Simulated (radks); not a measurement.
Task: The mean radii <r> (bohr) of the occupied orbitals of an atom or ion are listed with their occupations. Calculated with a radial shooting solver on a logarithmic mesh with Libxc functionals: Dirac Kohn-Sham, Slater X-alpha with alpha = 0.851, spin-unpolarised, spherical densities, finite nucleus; Fermi nuclear charge, rms radius of each element as measured or else 0.836 A^(1/3) + 0.57 fm.

| orbital | occ. | <r> |
|---|---|---|
| 1s1/2 | 2 | 0.1987 |
| 2s1/2 | 2 | 1.124 |
| 2p1/2 | 2 | 1.210 |
| 2p3/2 | 2 | 1.212 |

Name the element and its charge. Open shells, if any, fill j = l - 1/2 first.

Result: Z = 8, oxygen, charge 0: O in [He] 2s2 2p4. The 1s radius gives Z: for a bare nucleus <r> = (2 gamma + 1)/(2Z) with gamma = sqrt(1 - (Z/c)^2), 0.1873 bohr for Z = 8, and screening makes it slightly larger (0.1987 here). The occupations add up to 8, and the charge is Z minus that.
